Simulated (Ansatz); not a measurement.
Isolated molecules relaxed with PBE0-D4/def2-TZVP in Ansatz; ΔE leaves out vibrations. CCSD(T)/CBS is the MP2 limit (def2-TZVPP, def2-QZVPP) plus CCSD(T) − MP2 in def2-TZVPP, frozen cores. This one scheme is used for every species. DFT in def2-TZVPP. B3LYP here is the variant with VWN-RPA as its local correlation; programs differ in this. For Ga outer-core shells are correlated without core-valence functions, which leaves a few kJ/mol of doubt a bond. Scalar relativity is left out up to krypton. One conformer a species, not always the lowest.

Reaction (ligand exchange at a Ga–N bond): `[NH2][Ga]([F])[SH]` + H–F → `[F][Ga]([F])[SH]` + NH₃

`[NH2][Ga]([F])[SH]`:

Cartesian coordinates in Å:
```
N 0.051 1.437 0.514
Ga -0.098 -0.299 0.068
F -1.082 -1.290 1.131
S 0.876 -1.319 -1.596
H 0.452 2.126 -0.099
H -0.541 1.844 1.218
H 0.342 -2.499 -1.237
```

H–F:

Z-matrix (Å, degrees):
```
F
H 1 0.920
```

`[F][Ga]([F])[SH]`:

Cartesian coordinates in Å:
```
F -1.359 -0.437 1.738
Ga -0.167 -0.033 0.542
F 1.324 0.603 1.171
S -0.512 -0.300 -1.577
H 0.714 0.168 -1.874
```

NH₃:

Cartesian coordinates in Å:
```
N -0.185 -0.064 -0.203
H 0.695 -0.547 -0.332
H 0.020 0.927 -0.180
H -0.531 -0.317 0.715
```

```
             level  ΔE (kJ/mol)  difference from CCSD(T)/CBS
            PBE-D4        -40.8                        -10.4
         r2SCAN-D4        -44.7                        -14.3
           PBE0-D4        -37.0                         -6.6
          B3LYP-D4        -42.4                        -12.0
           ωB97X-V        -42.9                        -12.5
           ωB97M-V        -41.2                        -10.8
            B2PLYP        -44.2                        -13.8
               PBE        -44.0                        -13.6
            r2SCAN        -45.6                        -15.2
              PBE0        -39.8                         -9.4
             B3LYP        -47.5                        -17.1
     HF/def2-TZVPP        -50.8                        -20.4
    MP2/def2-TZVPP        -34.6                         -4.2
SCS-MP2/def2-TZVPP        -39.7                         -9.3
   CCSD/def2-TZVPP        -38.2                         -7.8
CCSD(T)/def2-TZVPP        -37.5                         -7.1
     HF/def2-QZVPP        -52.7                        -22.3
    MP2/def2-QZVPP        -31.2                         -0.8
SCS-MP2/def2-QZVPP        -36.9                         -6.5
      HF/CBS(def2)        -52.9                        -22.5
     MP2/CBS(def2)        -27.5                          2.9
    CCSD/CBS(def2)        -31.2                         -0.8
       CCSD(T)/CBS        -30.4                            0
```

Largest T1 diagnostic among the species: 0.014.

From PBE to PBE0 (25 % exact exchange), in def2-TZVPP and without D4, ΔE moves by +4.2 kJ/mol. In def2-TZVPP, CCSD(T) changes the Hartree–Fock value by +13.3 kJ/mol (the triples alone add +0.7 kJ/mol) and MP2 by +16.2 kJ/mol. The D4 term adds +5.1 kJ/mol with B3LYP and +2.8 kJ/mol with PBE0; it sums over pairs of atoms, weighted by their polarisabilities, and B3LYP, whose exchange is more repulsive, gets the larger term.
